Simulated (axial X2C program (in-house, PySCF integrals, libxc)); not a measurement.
# LuBr: from the spin-free to the two-component result

Calculated with an in-house all-electron X2C program for linear molecules (integrals from PySCF). Spin-free means the one-electron spin-free X2C Hamiltonian; two-component (2c) means X2C with spin–orbit coupling and atomic mean-field two-electron Coulomb and Gaunt terms, so the difference of the two also holds small scalar two-electron terms. Basis: Lu dyall-cv3z [13s14p10d8f5g], Br dyall-cv3z [8s9p6d4f1g] (cores contracted in-house); Gaussian nuclei, density fitting, unrestricted open shells. Masses: Lu 174.941 u, Br 78.918 u.

Spin-free state: M_S = 0, Λ = 0 (closed shell); fragments Lu + Br.

```csv
level,Re (Å),ωe (cm⁻¹),De (eV),μ (D)
PBE0,2.531,227.1,5.064,-2.61
HF,2.615,213.2,4.304,-3.10
MP2,2.516,231.9,5.224,n/a
CCSD(T),2.546,228.2,n/a,n/a
r2SCAN0,2.524,231.6,5.016,-2.62
PW91,2.529,224.2,5.116,-2.47
M06,2.540,228.8,4.903,-2.88
```

Correlated methods: 32 electrons correlated (number of frozen shells: Lu 4 s, 3 p, 2 d; Br 3 s, 2 p, 1 d), 364 virtual spin orbitals or spinors in MP2, 140 natural virtuals in coupled cluster.

Dipoles are positive if Br is the positive end.

Two-component determinant lowest at the distance of the search:

Ω = 0 (closed shell); fragments Lu + Br.

```json
{"level": "PBE0", "Re (Å)": "2.531", "ωe (cm⁻¹)": "227.3", "μ (D)": "-2.57"}
{"level": "HF", "Re (Å)": "2.615", "ωe (cm⁻¹)": "213.4", "μ (D)": "-3.07"}
{"level": "MP2", "Re (Å)": "2.515", "ωe (cm⁻¹)": "232.1", "μ (D)": "n/a"}
{"level": "CCSD(T)", "Re (Å)": "2.546", "ωe (cm⁻¹)": "228.1", "μ (D)": "n/a"}
{"level": "r2SCAN0", "Re (Å)": "2.523", "ωe (cm⁻¹)": "231.8", "μ (D)": "-2.60"}
{"level": "PW91", "Re (Å)": "2.528", "ωe (cm⁻¹)": "224.4", "μ (D)": "-2.44"}
{"level": "M06", "Re (Å)": "2.540", "ωe (cm⁻¹)": "228.8", "μ (D)": "-2.84"}
```

(1) From the two tables, how do the constants change at the CCSD(T) level (2c against spin-free)?

One determinant describes the state; a PBE0 search over occupations chose it and may have missed a lower one. Closed shells are restricted here (equal orbitals for both partners); the stretched side of such a curve lies too high. De is counted from the lowest determinant-based energies of the atoms at the same level, without counterpoise correction. De is not given where an atomic determinant may have missed its ground term or J level, or where the truncated virtual space spoils (T). Coupled cluster ran in a truncated set of natural virtual spinors; the MP2 energy of the rest was added. (T) has no such correction and the atoms are truncated less, which lowers De at CCSD(T) by a hundredth of an eV or more. The functionals have no current-density term, which raises determinants with orbital currents, atoms included.

Answers

(1) At the CCSD(T) level Re stays the same within 0.001 Å and ωe doesn't move by more than 0.2 cm⁻¹.
